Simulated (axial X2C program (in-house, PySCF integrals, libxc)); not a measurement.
# Bond lengths and stretching modes, held linear, of ClTiCl

Computed with an in-house all-electron X2C program for linear molecules (integrals from PySCF): two-component X2C with atomic mean-field Coulomb and Gaunt terms, Gaussian nuclei, basis Cl dyall-av3z, Ti dyall-v3z with contracted cores. Spin-free rows use the one-electron spin-free X2C Hamiltonian.

Masses Cl 34.969, Ti 47.948, Cl 34.969 u. States: 2c Ω = 1 (beyond evenly filled blocks: ω = -1/2, ω = 3/2); spin-free M_S = 1, Λ = 2 (beyond evenly filled blocks: σα, δ+α).

r2SCAN, 2c: energies above the lowest point

```json
{"r(Cl–Ti) (Å)": "2.1820", "r(Ti–Cl) (Å)": "2.1820", "E (meV)": "44.62"}
{"r(Cl–Ti) (Å)": "2.1820", "r(Ti–Cl) (Å)": "2.2380", "E (meV)": "20.38"}
{"r(Cl–Ti) (Å)": "2.1820", "r(Ti–Cl) (Å)": "2.2939", "E (meV)": "38.34"}
{"r(Cl–Ti) (Å)": "2.2380", "r(Ti–Cl) (Å)": "2.1820", "E (meV)": "20.38"}
{"r(Cl–Ti) (Å)": "2.2380", "r(Ti–Cl) (Å)": "2.2380", "E (meV)": "0.00"}
{"r(Cl–Ti) (Å)": "2.2380", "r(Ti–Cl) (Å)": "2.2939", "E (meV)": "21.46"}
{"r(Cl–Ti) (Å)": "2.2380", "r(Ti–Cl) (Å)": "2.3499", "E (meV)": "76.19"}
{"r(Cl–Ti) (Å)": "2.2939", "r(Ti–Cl) (Å)": "2.1820", "E (meV)": "38.34"}
{"r(Cl–Ti) (Å)": "2.2939", "r(Ti–Cl) (Å)": "2.2380", "E (meV)": "21.46"}
{"r(Cl–Ti) (Å)": "2.2939", "r(Ti–Cl) (Å)": "2.2939", "E (meV)": "46.09"}
{"r(Cl–Ti) (Å)": "2.3499", "r(Ti–Cl) (Å)": "2.2380", "E (meV)": "76.19"}
{"r(Cl–Ti) (Å)": "2.3499", "r(Ti–Cl) (Å)": "2.3499", "E (meV)": "163.90"}
```

**Question.** Fit a quadratic surface with cubic terms in each bond: where is the minimum, and what are the two stretching wavenumbers?

**Answer.** At r2SCAN, 2c: bonds 2.236 and 2.236 Å; harmonic stretches 334.9 and 486.8 cm⁻¹; force constants 2.15, 2.15 and coupling 0.16 mdyn/Å.

The other levels and Hamiltonians give:

| Hamiltonian | level | r(Cl–Ti) (Å) | r(Ti–Cl) (Å) | lower stretch (cm⁻¹) | upper stretch (cm⁻¹) |
| --- | --- | --- | --- | --- | --- |
| 2c | PBE0 | 2.238 | 2.238 | 332.5 | 485.9 |
| 2c | HF | 2.318 | 2.318 | 305.6 | 459.6 |
| 2c | MP2 | 2.230 | 2.230 | 331.1 | 494.6 |
| spin-free | PBE0 | 2.237 | 2.237 | 332.6 | 486.1 |
| spin-free | HF | 2.318 | 2.318 | 305.9 | 460.0 |
| spin-free | r2SCAN | 2.235 | 2.235 | 335.0 | 487.0 |
| spin-free | MP2 | 2.230 | 2.230 | 331.3 | 494.8 |

Each state is one determinant, the lowest of a limited PBE0 search; the stretches come from a fit to these few points and carry an uncertainty of a few per cent. Other orders of the atoms were not compared. MP2 freezes inner shells (threshold -2 hartree). The molecule was held linear; bending was not examined, so a bent shape may lie lower. Open-shell Ω = 0 determinants with evenly filled partner blocks cannot be reached by this program, so the Ω shown need not be the lowest component. Note: functional without a current term on a determinant with orbital currents, of the molecule or an atom. Note: several unpaired electrons, one determinant need not be a pure state.
